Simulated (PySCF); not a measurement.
Sn(Cl)2(OMe)(NH2) (CH5Cl2NOSn), SMILES C[O][Sn]([NH2])([Cl])[Cl].

Geometry: r2SCAN-D4/def2-SVP. The def2 effective core potentials stand for the cores of Sn; spin–orbit coupling is left out. Other conformers were not sampled.

The numbers are results of r2SCAN-D4/def2-SVP (PySCF 2.14.0), not measurements.

Frequencies are harmonic and unscaled.

```csv
mode,ν (cm⁻¹),IR (km/mol),moving atoms (share of kinetic energy)
1,41,2.0,"C 38 %, H 25 %, Cl 14 %, N 11 %"
2,83,6.6,"Cl 51 %, H 26 %, O 8 %"
3,89,1.7,"Cl 37 %, C 30 %, H 15 %"
4,112,1.8,"H 76 %, Cl 13 %"
5,130,10.4,"N 34 %, Cl 26 %, H 21 %, Sn 12 %"
6,132,1.2,"N 36 %, H 26 %, Cl 20 %, Sn 15 %"
7,149,19.7,"H 43 %, Cl 21 %, O 15 %, Sn 14 %"
8,199,37.4,"O 39 %, H 37 %, N 16 %"
9,255,7.5,"O 33 %, C 31 %, H 18 %, Sn 10 %"
10,363,28.4,"Cl 82 %, Sn 14 %"
11,389,71.7,"Cl 70 %, Sn 29 %"
12,551,106.6,"N 68 %, H 18 %"
13,572,47.6,"O 66 %, Sn 13 %, H 10 %"
14,666,61.3,"H 69 %, N 24 %"
15,864,21.0,"H 91 %, N 9 %"
16,1079,193.7,"O 51 %, C 45 %"
17,1166,0.1,"H 77 %, C 18 %"
18,1179,1.5,"H 74 %, C 19 %"
19,1457,12.7,"H 90 %, C 9 %"
20,1464,5.7,H 96 %
21,1478,15.4,H 95 %
22,1527,15.5,"H 92 %, N 8 %"
23,2983,77.2,H 97 %
24,3067,32.9,"H 90 %, C 10 %"
25,3110,17.9,"H 91 %, C 9 %"
26,3491,29.8,H 96 %
27,3598,28.0,"H 92 %, N 8 %"
```
